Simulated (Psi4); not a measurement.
Two rigid molecules brought together: H6Si2 ··· H4N+ (SMILES [SiH3][SiH3] and [NH4+]) (charge +1). Monomers: optimised at B3LYP-D3(BJ) (def2-TZVP), held rigid. Orientation: a random orientation, not optimised. R is the distance of the centres of mass, along which the second monomer moves.

Geometry at R = 4.70 Å (first 8 atoms: monomer A):
```
13

Si     1.1709     0.0122    -0.0538
Si    -1.1709    -0.0123     0.0538
H      1.7219    -1.2748     0.4358
H      1.6195     0.2184    -1.4525
H      1.7129     1.1093     0.7843
H     -1.7219     1.2748    -0.4358
H     -1.7130    -1.1094    -0.7843
H     -1.6194    -0.2183     1.4525
N      1.1943     3.6911     2.6532
H      2.0292     4.1111     3.0744
H      1.3496     2.6873     2.5148
H      0.3913     3.8300     3.2749
H      1.0073     4.1358     1.7488
```

Levels: PBE/def2-TZVP, counterpoise-corrected (Psi4); PBE-D3(BJ)/def2-TZVP, counterpoise-corrected (Psi4); B3LYP/def2-TZVP, counterpoise-corrected (Psi4); SAPT0/jun-cc-pVDZ, frozen core (Psi4).

Interaction energies in kcal/mol; the last columns give the difference from SAPT0:

| R / Å | PBE/def2-TZVP | PBE-D3(BJ)/def2-TZVP | B3LYP/def2-TZVP | SAPT0/jun-cc-pVDZ | PBE/def2-TZVP − SAPT0/jun-cc-pVDZ | PBE-D3(BJ)/def2-TZVP − SAPT0/jun-cc-pVDZ | B3LYP/def2-TZVP − SAPT0/jun-cc-pVDZ |
|---|---|---|---|---|---|---|---|
| 4.13 | -5.07 | -6.08 | -4.06 | -3.22 | -1.85 | -2.86 | -0.84 |
| 4.26 | -4.93 | -5.83 | -4.04 | -3.33 | -1.60 | -2.49 | -0.71 |
| 4.51 | -4.34 | -5.06 | -3.63 | -3.15 | -1.19 | -1.90 | -0.48 |
| 4.70 | -3.80 | -4.39 | -3.20 | -2.85 | -0.95 | -1.54 | -0.35 |
| 4.92 | -3.18 | -3.66 | -2.69 | -2.46 | -0.72 | -1.20 | -0.23 |
| 5.13 | -2.66 | -3.04 | -2.25 | -2.10 | -0.56 | -0.94 | -0.15 |
| 5.42 | -2.05 | -2.34 | -1.75 | -1.66 | -0.39 | -0.67 | -0.09 |
| 5.73 | -1.56 | -1.76 | -1.35 | -1.29 | -0.27 | -0.47 | -0.06 |
| 6.22 | -1.03 | -1.15 | -0.92 | -0.88 | -0.15 | -0.27 | -0.04 |
| 6.93 | -0.60 | -0.66 | -0.56 | -0.52 | -0.08 | -0.14 | -0.04 |
| 7.92 | -0.32 | -0.35 | -0.31 | -0.28 | -0.04 | -0.07 | -0.03 |
| 9.22 | -0.17 | -0.18 | -0.16 | -0.14 | -0.03 | -0.04 | -0.02 |

PBE/def2-TZVP is furthest from SAPT0/jun-cc-pVDZ at 4.13 (-1.85 kcal/mol, below); its mean absolute difference over the points is 0.65 kcal/mol.

PBE-D3(BJ)/def2-TZVP is furthest from SAPT0/jun-cc-pVDZ at 4.13 (-2.86 kcal/mol, below); its mean absolute difference over the points is 1.05 kcal/mol.

B3LYP/def2-TZVP is furthest from SAPT0/jun-cc-pVDZ at 4.13 (-0.84 kcal/mol, below); its mean absolute difference over the points is 0.25 kcal/mol.
